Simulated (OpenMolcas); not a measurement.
4d ions of charge +3 along the row

```
Program             : OpenMolcas
Method              : CASSCF
Basis               : ANO-RCC-VQZP
Scalar Hamiltonian  : DKH2, point nucleus
Spin-orbit coupling : RASSI with atomic mean-field integrals over the reference wave functions, term energies averaged over their components
```

Active space: the 4d shell.

B and C come from two terms' centres of gravity (d2, d8: 3P = 15B, 1G = 12B + 2C; d3, d7: 4P = 15B, 2G = 4B + 3C; d4, d6: 3G = 9B + 4C, 3H = 4B + 4C; d5: 4D = 17B + 5C, 4G = 10B + 5C, above the ground term), where all their levels are at least 80 % pure. ζ = ±2S·A comes from the whole width of the ground multiplet by E(J) = (A/2) J(J+1), where its levels are at least 85 % pure. Energies in cm-1.

| Ion | Configuration | Lowest level | Weight (%) | B | B measured | C | C measured | ζ | ζ measured |
| --- | --- | --- | --- | --- | --- | --- | --- | --- | --- |
| Nb3+ | 4d² | ³F₂ | 99 | 786 |  | 2999 |  | 648 |  |
| Mo3+ | 4d³ | ⁴F_3/2 | 99 | 813 | 619 | 3295 | 2606 | 796 | 818 |
| Tc3+ | 4d⁴ | ⁵D₀ | 99 |  |  |  |  | 1008 |  |
| Ru3+ | 4d⁵ | ⁶S_5/2 | 99 |  |  |  |  |  |  |
| Rh3+ | 4d⁶ | ⁵D₄ | 99 |  |  |  |  | 1336 |  |
| Pd3+ | 4d⁷ | ⁴F_9/2 | 98 |  |  |  |  | 1589 |  |
| Ag3+ | 4d⁸ | ³F₄ | 99 |  |  |  |  | 1724 | 1666 |

Measured columns use the levels in Sugar and Musgrove, J. Phys. Chem. Ref. Data 17, 155 (1988) (Mo3+); the list in Gamrath, thesis, University of Mons (2023) (Ag3+).

The computed ζ goes from 648 (Nb3+) to 1724 cm-1 (Ag3+), a factor of 2.66, rising at every step. It departs from the measured column by -3 to +4 %.

Without dynamic correlation excited terms often stand tens of per cent too high (terms of higher spin than the ground term too low), and those without a measured partner can miss by more than the paired ones. Computed and measured levels are paired by configuration, term and J; levels that our copy of the source lacks, or whose pairing is in doubt (as where it misses far off the trend of its configuration), stay unpaired and out of the deviations. Levels of configurations outside the active space are missing.
